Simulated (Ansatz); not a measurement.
Cartesian coordinates (Å):
```xyz
4

Cl    -1.0597    -1.3001    -0.0686
C     -0.0002     0.0004     0.2102
Cl     1.6557    -0.2680    -0.0684
Cl    -0.5958     1.5677    -0.0732
```
Charge 0, spin multiplicity 2.

Level of theory: frozen-core CCSD(T)/cc-pVTZ // PBE0-D3(BJ)/def2-TZVP (Ansatz, an electronic-structure program).

| Quantity | Result |
|---|---|
| HF energy | -1416.37691 Ha |
| MP2 correlation energy | -0.70127 Ha |

Q: Estimate the CCSD correlation energy, the (T) correction, the total energy and the T1 diagnostic.

A: 
```
Item                             Result
-----------------------  --------------
CCSD correlation energy     -0.74772 Ha
(T) correction              -0.03465 Ha
CCSD(T) total energy     -1417.15928 Ha
T1 diagnostic                     0.015
```
